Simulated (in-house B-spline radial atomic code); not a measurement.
Configurations of the strontium ion Sr⁴⁺, with energies counted from [Ar] 3d10 4s2 4p4. Method: scalar-relativistic (X2C) PBE0, spin-polarised, spherical fractional occupations, exact exchange averaged over the configuration, Fermi nucleus of rms radius 4.224 fm. Calculated with a radial B-spline atomic code at the basis-set limit. Shells without spins written out take the highest spin.

Occupations are held fixed; configurations that lie above the ionisation limit could autoionise.

| configuration | E - E(ref) (eV) | highest orbital | its <r> (bohr) |
| --- | --- | --- | --- |
| [Ar] 3d10 4s2 4p3 5p1 | 38.213 | 5p up | 3.139 |
| [Ar] 3d10 4s1 4p4 5d1 | 66.856 | 5d up | 3.93 |
| [Ar] 3d9 4s2 4p4 4d1 | 144.96 | 4d up | 1.747 |

(1) Order these further configurations by energy, lowest first.
A. [Ar] 3d10 4s2 4p3 4d1
B. [Ar] 3d10 4s2 4p3 4f1
C. [Ar] 3d10 4s1 4p5
D. [Ar] 3d10 4s1 4p4 4d1

Answers

(1) C (20.039 eV), A (24.328 eV), D (44.079 eV), B (46.059 eV).
